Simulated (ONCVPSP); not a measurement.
# Which change was made? (Tm, ONCV)

```
Element                 : thulium (Tm)
Generator               : ONCVPSP 4.0.1
Type                    : optimised norm-conserving Vanderbilt (ONCV)
Functional              : PW91
Relativity              : scalar-relativistic
Frozen core             : [Kr] 4d10
Valence charge          : 23
Reference configuration : 4f13 5s2 5p6 6s2
Partial waves           : 5s+6s: rc 2.30 bohr, ncon 3, nbas 7, qcut 4 1/bohr, 2 projectors; 5p: rc 2.20 bohr, ncon 4, nbas 7, qcut 7.4 1/bohr, 3 projectors, debl 1.3 Ha; d scattering state at 0.02 Ha: rc 2.45 bohr, ncon 3, nbas 6, qcut 4.2 1/bohr, 2 projectors, debl 1.1 Ha; 4f: rc 0.80 bohr, ncon 4, nbas 9, qcut 19.9 1/bohr, 3 projectors, debl 3.7 Ha
Local potential         : polynomial inside 0.65 bohr (lpopt 5, dvloc0 6 Ha)
Core correction         : Teter function, fcfact 3.5, rcfact 1.45
```

In the d channel the program set the typed energies aside and used 0.050, 1.150 Ha.

Cutoffs, loose and tight: the cutoffs (Ha) at which the residual kinetic energy of the hardest occupied pseudo-wave falls to 1 and 0.1 mHa per electron. They do not see the model core or the augmentation charge, which bear on the density cutoff. Test errors are all-electron minus pseudo excitation energies from the reference, over the configurations 4f13 5s2 5p6 6s1; 4f13 5s2 5p6 6s0; 4f12 5s2 5p6 6s0; 4f11 5s2 5p6 6s0; variants that change the core or the reference have their own tests.

The base gives: outcome: generated, projector energies reset by the program; cutoff, loose: 179 Ha; cutoff, tight: 573 Ha; bound ghosts: s, p, d; GHOST(+) flags above zero: none; largest test error (meV): tests left out (the all-electron energies of this program are off by 10 to 40 meV for near-neutral 4f atoms).

Problem. After one change the result is: outcome: generated, projector energies reset by the program; cutoff, loose: 175 Ha; cutoff, tight: 519 Ha; bound ghosts: s, p; GHOST(+) flags above zero: d; largest test error (meV): tests left out (the all-electron energies of this program are off by 10 to 40 meV for near-neutral 4f atoms). Which change was it?
A. all radii but the core radius scaled by about 0.83 (s 1.92, p 1.84, d 2.04, f 0.66 bohr); local potential polynomial inside 0.54 bohr (lpopt 5, dvloc0 6 Ha)
B. all radii but the core radius scaled by about 1.13 (s 2.60, p 2.50, d 2.78, f 0.90 bohr); local potential polynomial inside 0.74 bohr (lpopt 5, dvloc0 6 Ha)
C. all radii but the core radius scaled by about 1.03 (s 2.38, p 2.28, d 2.54, f 0.82 bohr); local potential polynomial inside 0.68 bohr (lpopt 5, dvloc0 6 Ha)

Solution. C. The others give: all radii but the core radius scaled by about 1.13 (s 2.60, p 2.50, d 2.78, f 0.90 bohr); local potential polynomial inside 0.74 bohr (lpopt 5, dvloc0 6 Ha) → outcome: generated, projector energies reset by the program; cutoff, loose: 163 Ha; cutoff, tight: 314 Ha; bound ghosts: s; GHOST(+) flags above zero: p, d; largest test error (meV): tests left out (the all-electron energies of this program are off by 10 to 40 meV for near-neutral 4f atoms) | all radii but the core radius scaled by about 0.83 (s 1.92, p 1.84, d 2.04, f 0.66 bohr); local potential polynomial inside 0.54 bohr (lpopt 5, dvloc0 6 Ha) → outcome: generated, projector energies reset by the program; cutoff, loose: 540 Ha; cutoff, tight: 1279 Ha; bound ghosts: s, p; GHOST(+) flags above zero: s, d, f; largest test error (meV): tests left out (the all-electron energies of this program are off by 10 to 40 meV for near-neutral 4f atoms).
